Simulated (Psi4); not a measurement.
BSiH2Cl3 (SMILES B[Si](Cl)(Cl)Cl): name the method

The species is BSiH2Cl3 (7 atoms), meant as a singlet with charge 0. SMILES: `B[Si](Cl)(Cl)Cl`. Geometry: optimised at PBE0/def2-TZVP.

```xyz
7

B     0.2833    0.1745    1.2210
Si   -0.1822   -0.1339   -0.6969
Cl   -2.0363    0.5420   -1.2169
Cl   -0.0580   -2.0882   -1.2723
Cl    1.2279    0.9494   -1.7170
H    -0.1760    1.1088    1.8020
H     1.0724   -0.5367    1.7620
```

Orbital energies are those of the mean-field step.

A calculation with Psi4 1.11 gave:

The total energy is -1696.4093 Eh, the dipole moment is 1.42 D and the HOMO energy is -8.52 eV. The LUMO energy is -3.28 eV and the HOMO–LUMO gap is 5.24 eV.

Q: Which of these levels gave the numbers?
A. MP2/def2-QZVPP (density fitting, density fitting for correlation)
B. wB97M-V/def2-TZVPP (density fitting)
C. B3LYP-D4/def2-TZVPP (density fitting)
D. PBE-D4/def2-TZVPP (density fitting)

A: C. The others give -1696.2303 Eh (wB97M-V/def2-TZVPP (density fitting)), -1695.5764 Eh (PBE-D4/def2-TZVPP (density fitting)), -1694.3679 Eh (MP2/def2-QZVPP (density fitting, density fitting for correlation)).
